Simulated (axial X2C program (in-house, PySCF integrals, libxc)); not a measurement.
## Photoelectron levels of InF by EOM-IP-CCSD

Computed with an axial X2C code built on PySCF integrals: two-component X2C with atomic mean-field Coulomb and Gaunt terms, Gaussian nuclei, basis In dyall-cv3z, F dyall-av3z with contracted cores.

R = 2.295 Å (1.150 times 1.996 Å, the PBE0 minimum at charge 0 for the lowest determinant).

Vertical ionisation energies of InF to the states of InF⁺:

```
Ω of InF⁺  vertical IE (eV)  above lowest (cm⁻¹)                  ionised spinor  one-hole weight
      1/2            10.273                    0  52% F pσ, 31% In sσ, 13% In pσ             0.95
      3/2            10.981                 5718                        97% F pπ             0.92
      1/2            11.016                 5996                        97% F pπ             0.92
      1/2            13.146                23172             52% In sσ, 44% F pσ             0.94
```

Question: Take the first Ω = 1/2 and Ω = 3/2 rows of π character: how far apart are they, and which lies lower?

Answer: E(3/2) − E(1/2) = 5718 − 5996 = -278 cm⁻¹ at EOM-IP-CCSD: inverted, Ω = 3/2 lower. Splittings at this level can be off by ten to twenty per cent.

This point took 35 s on 1 thread of Intel(R) Xeon(R) Processor @ 2.30GHz (shared host).

Reference electrons by ω block (each with its −ω partner): 1/2: 19, 3/2: 8, 5/2: 2. 20 electrons of InF correlated (inner shells frozen), 94 natural virtual spinors (a truncated set); levels can be off by some tenths of an eV. Roots sought by Ω: (1/2: 4, 3/2: 3, 5/2: 1); rows need 60 % one-particle weight and stop where some Ω has no more roots. Missing are any skipped roots, higher Ω and states of a further excitation; these come out far too high here and may in truth be low or lowest. T1 of the reference 0.017 (Lee–Taylor). Number of frozen shells: In 4 s, 3 p, 1 d; F 1 s.
